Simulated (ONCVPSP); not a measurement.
# Pt: one change to an ONCV potential, before and after

ONCVPSP 4.0.1 input, shortened (lines: element, Z, core and valence counts, functional; n l f; lmax; l rc ep ncon nbas qcut; lloc lpopt rc5 dvloc0; l nproj debl; icmod fcfact rcfact), LDA (Perdew-Zunger), fully relativistic:

```
  Pt 78.00   10    3        3      upf
    1    0    2.00
    2    0    2.00
    2    1    6.00
    3    0    2.00
    3    1    6.00
    3    2   10.00
    4    0    2.00
    4    1    6.00
    4    2   10.00
    4    3   14.00
    5    0    2.00
    5    1    6.00
    5    2   10.00
    2
    0    1.50    0.00    4    7    9.80
    1    1.30    0.00    4    8    7.30
    2    1.60    0.00    4    9    5.10
    4    5    1.25    6.00
    0    2    2.90
    1    2    3.60
    2    2    2.10
    3    4.50    1.30
```

Open shells are filled in proportion to 2j + 1.

In the s channel the program set the typed energies aside and used -3.660, 0.250 Ha.

Change: d: debl 4.75.

Cutoffs: the cutoffs (Ha) at which the residual kinetic energy of the hardest occupied pseudo-wave falls to 1 and 0.1 mHa per electron; they do not see the model core or the augmentation charge, which bear on the density cutoff. Errors are all-electron minus pseudo energies relative to the spin-unpolarised reference configuration.

**Question.** What does the change do?

**Answer.** The potential gets neither clearly harder nor softer (69 Ha and 117 Ha → 69 Ha and 117 Ha); a bound ghost appears in d, which as a rule spoils a file; of the 4 tests that both files solve, the error grows in 4 and shrinks in 0 by more than 15 % and 0.3 meV (median size 0.6 → 47.2 meV).

| quantity | base | changed |
| --- | --- | --- |
| cutoff, loose | 69 Ha | 69 Ha |
| cutoff, tight | 117 Ha | 117 Ha |
| bound ghosts | none | d3/2 |
| GHOST(+) flags under 300 eV | none | none |
| largest miss of a reference level, eV | 0.00 | 0.05 |
| error for 5s2 5p6 5d9 6s1, meV [ΔE -0.03 eV] | -0.5 | +23 |
| error for 5s2 5p6 5d9, meV [ΔE 9.53 eV] | +0.4 | +31 |
| error for 5s2 5p6 5d8, meV [ΔE 29.80 eV] | +1.9 | +95 |
| error for 5s2 5p6 5d8 6s1 6p1, meV [ΔE 6.52 eV] | -0.6 | +63 |
| s: phases at 1.52 bohr within 0.05 rad from the reference energy up to (Ha; the scan ends near 5) | to the end of the scan | to the end of the scan |
| p3/2: phases at 1.32 bohr within 0.05 rad from the reference energy up to (Ha; the scan ends near 5) | to the end of the scan | to the end of the scan |
| p1/2: phases at 1.32 bohr within 0.05 rad from the reference energy up to (Ha; the scan ends near 5) | to the end of the scan | to the end of the scan |
| d5/2: phases at 1.62 bohr within 0.05 rad from the reference energy up to (Ha; the scan ends near 5) | to the end of the scan | to the end of the scan |
| d3/2: phases at 1.62 bohr within 0.05 rad from the reference energy up to (Ha; the scan ends near 5) | 4.8 | to the end of the scan |
| rms error of d²Exc/dni dnj with the model core, mHa | 5.55 | 5.57 |

 A true bound ghost makes a file unfit for plane-wave use even where its test errors are small: the radial tests pick states by their node count and pass the ghost by.
